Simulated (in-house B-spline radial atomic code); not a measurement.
Mn⁺ is squeezed into an impenetrable sphere of radius R (the orbitals vanish at R). Level of theory: non-relativistic PBE, spin-polarised, spherical fractional occupations, point nucleus; calculated with a B-spline radial code for spherical atoms.

Energies in eV above the free ion in [Ar] 3d5 4s1:

```
R (bohr)  highest level (eV)  [Ar] 3d5 4s1  [Ar] 3d5 4f1  [Ar] 3d5 4d1  -dE/dV in [Ar] 3d5 4s1 (GPa)
    9.81               -12.5     0.0005677         13.62         10.33                      0.000849
    6.84               -12.3       0.06555         16.95         11.94                         0.182
    5.27               -11.5        0.6581         22.37         15.63                          2.94
    4.26               -9.17         2.836         30.18          22.2                          19.7
    3.54               -4.05         8.383         41.36         33.13                          89.6
    3.02                4.92         19.44         56.79         49.75                           310
     2.7                15.6         34.08         73.26         68.44                           733
    2.15                57.3         101.8         136.4         142.3                          4140
    1.75                 136         262.8         272.4         300.4                         19000
    1.52                 229         488.4           460         513.9                         51400
```

Question: Does [Ar] 3d5 4f1 fall below [Ar] 3d5 4s1 under compression?

Answer: Yes, between R = 1.75 and 1.52 bohr the order changes (near 1.69 bohr by linear interpolation).

Question: Does [Ar] 3d5 4d1 fall below [Ar] 3d5 4s1 under compression?

Answer: No, it stays above over the whole range.

The highest level is first positive in the row R = 3.02 bohr, pushed up by confinement above the zero of the free ion's potential. Each configuration is held fixed and needn't be the lowest in the sphere.
